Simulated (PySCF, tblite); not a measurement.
Isomers of C5H9ClFSi (doublet state). Computed values, GFN2-xTB/tblite, gas phase, harmonic and unscaled. Errors from tens to a few hundred cm⁻¹ against measured bands are possible. Modes of hydrogen on silicon can be 10 to 20 % off. One conformer each. Open shells enter through the occupations alone, without spin polarisation, and single modes of such species can be off by tens of per cent.

Electronic energies: B3LYP/pcH-1 single points on the GFN2-xTB geometries (PySCF, gas phase).

```json
{"SMILES": "C/C(=C/[SiH]Cl)CCF", "electronic energy, lowest = 0 (kJ/mol)": "9.7"}
{"SMILES": "C/C=C(\\[SiH2])[C@H](Cl)CF", "electronic energy, lowest = 0 (kJ/mol)": "180.2"}
{"SMILES": "C/C(=[C]/[SiH2]Cl)CCF", "electronic energy, lowest = 0 (kJ/mol)": "60.5"}
{"SMILES": "[CH2]/C=C(\\[SiH3])[C@@H](Cl)CF", "electronic energy, lowest = 0 (kJ/mol)": "153.5"}
{"SMILES": "C/C([CH]CF)=C/[SiH2]Cl", "electronic energy, lowest = 0 (kJ/mol)": "0.0"}
```

Question: How do GFN2-xTB zero-point energies change the relative energies?

Answer: 
| SMILES | ZPE (kJ/mol) | of it from modes above 1550 cm⁻¹ | electronic (kJ/mol) | with ZPE, lowest = 0 (kJ/mol) | lowest mode (cm⁻¹) | rings |
| --- | --- | --- | --- | --- | --- | --- |
| C/C([CH]CF)=C/[SiH2]Cl | 317.8 | 152.2 | 0.0 | 0.0 | 37 | 0 |
| C/C(=C/[SiH]Cl)CCF | 331.0 | 166.6 | 9.7 | 22.9 | 41 | 0 |
| C/C(=[C]/[SiH2]Cl)CCF | 320.8 | 163.1 | 60.5 | 63.5 | 10 | 0 |
| [CH2]/C=C(\[SiH3])[C@@H](Cl)CF | 310.5 | 149.0 | 153.5 | 146.2 | 30 | 0 |
| C/C=C(\[SiH2])[C@H](Cl)CF | 320.1 | 162.8 | 180.2 | 182.5 | 46 | 0 |

The zero-point energies span 20.5 kJ/mol, from `[CH2]/C=C(\[SiH3])[C@@H](Cl)CF` to `C/C(=C/[SiH]Cl)CCF`. The order is unchanged.

Question: And how do the electronic energies of GFN2-xTB itself compare?

Answer: `C/C([CH]CF)=C/[SiH2]Cl` 0.0; `C/C(=C/[SiH]Cl)CCF` 8.0; `C/C(=[C]/[SiH2]Cl)CCF` 69.0; `[CH2]/C=C(\[SiH3])[C@@H](Cl)CF` 137.3; `C/C=C(\[SiH2])[C@H](Cl)CF` 139.4 kJ/mol, lowest = 0. Against the energies above, taken from the same isomer `C/C([CH]CF)=C/[SiH2]Cl`, the largest difference is 40.8 kJ/mol.

Question: What do entropy and thermal enthalpy add at 298.15 K and 1 bar (rigid rotor, harmonic oscillator, one conformer each)?

Answer: 
```
                        SMILES  point group  symmetry number  S (J/(mol K))  H − H(0) (kJ/mol)  ZPE + H − H(0) − TS (kJ/mol)
        C/C([CH]CF)=C/[SiH2]Cl           Cs                1          447.6              31.29                         215.6
            C/C(=C/[SiH]Cl)CCF           C1                1          443.3              30.84                         229.6
[CH2]/C=C(\[SiH3])[C@@H](Cl)CF           C1                1          441.0              31.02                         210.0
     C/C=C(\[SiH2])[C@H](Cl)CF           C1                1          444.5              31.80                         219.4
```

S holds R ln(2S + 1) for the spin.

Not tabulated: `C/C(=[C]/[SiH2]Cl)CCF` (lowest mode only 10 cm⁻¹).
